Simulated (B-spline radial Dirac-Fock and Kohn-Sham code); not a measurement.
## Auger parameter of lead: the N7 level and its strongest N7-OO line

These are calculated numbers from a radial atomic solver; the model is Dirac-Fock energy differences between relaxed states, corrected for Breit and QED terms. The modified Auger parameter α′ is the binding energy plus the kinetic energy of the Auger electron; it does not depend on the energy zero. For free ions it tends to fall with charge, since less charge screens the final holes.

```tsv
species	configuration	binding 4f7/2 (eV)	Auger line	kinetic (eV)	α′ (eV)
Pb	[Xe] 4f14 5d10 6s2 6p2	143.4	O5O5 J=2	79.61	223.0
Pb⁺	[Xe] 4f14 5d10 6s2 6p1	152.0	O5O5 J=2	70.09	222.1
Pb⁺ (Watson 1.6 Å)	[Xe] 4f14 5d10 6s2 6p1	143.8	O5O5 J=2	78.76	222.6
Pb²⁺	[Xe] 4f14 5d10 6s2	161.7	O5O5 J=2	59.86	221.6
Pb²⁺	[Xe] 4f14 5d10 6s1 6p1	163.5	O5O5 J=2	58.65	222.1
Pb²⁺ (Watson 1.6 Å)	[Xe] 4f14 5d10 6s2	144.2	O5O5 J=2	77.67	221.9
Pb²⁺ (Watson 2.4 Å)	[Xe] 4f14 5d10 6s2	149.8	O5O5 J=2	71.85	221.6
Pb³⁺	[Xe] 4f14 5d10 6s1	174.0	O5O5 J=2	47.88	221.9
Pb³⁺ (Watson 1.8 Å)	[Xe] 4f14 5d10 6s1	150.1	O5O5 J=2	71.85	222.0
Pb⁴⁺	[Xe] 4f14 5d10	187.1	O5O5 J=2	35.45	222.6
```
